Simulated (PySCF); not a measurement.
Several structures and their simulated spectra, in scrambled order.

A. SMILES C/C(CCl)=C1\C[SiH2]1
B. SMILES C#C[C@@H](F)C#CC
C. SMILES C#CCC#CCF

Spectrum 1. 13C{1H} NMR (computed): δ 94.0 (C, d, J = 7.6 Hz), 83.7 (CH, d, J = 6.9 Hz), 83.3 (C, d, J = 25.8 Hz), 80.3 (C, d, J = 25.2 Hz), 73.1 (CH, d, J = 227.0 Hz), 4.8 (CH3).

Spectrum 2. 13C{1H} NMR (computed): δ 92.9 (C, d, J = 11.3 Hz), 83.2 (C, d, J = 15.7 Hz), 82.4 (C), 76.4 (CH), 73.8 (CH2, d, J = 225.9 Hz), 11.8 (CH2).

Spectrum 3. 13C{1H} NMR (computed): δ 151.6 (C), 137.0 (C), 58.5 (CH2), 22.0 (CH3), 1.0 (CH2).

Level of theory: shieldings: GIAO PBE0/pcSseg-1, structure optimised with GFN2-xTB, J couplings at B3LYP/pcJ-1 (spin–dipole term left out of most H,H and C,H couplings), in PySCF 2.14.0 with density-fitted response routines (isolated molecule, one conformer, relativity neglected, averaged over atoms made equivalent by symmetry, fast rotation or ring inversion).

δ = σ(ref) − σ, references computed at the same level: 13C vs TMS. One-bond C–F couplings are unscaled and too large by tens of Hz. Shifts are as computed. Against solution values, carbons near 30 ppm lie about +3 ppm off and those near 130 ppm about +5 ppm; carbons on Cl a further +6 ppm. Of 1309 compounds with measured shifts, 239 miss one by over three times the rms of a fit or turn the order of signals round; such compounds aren't used in these exercises. Carbons bonded to Cl come out too deshielded.

Question: Match each spectrum to its structure.

Answer: 1–B, 2–C, 3–A.

- Spectrum 1 (B): 6 13C signals; δC 94.0 is an alkyne carbon; δC 83.7 is a terminal alkyne carbon.
- Spectrum 2 (C): 6 13C signals; δC 92.9 is an alkyne carbon; δC 83.2 is an alkyne carbon.
- Spectrum 3 (A): 5 13C signals; δC 151.6 is a fully substituted alkene carbon; δC 137.0 is a fully substituted alkene carbon.
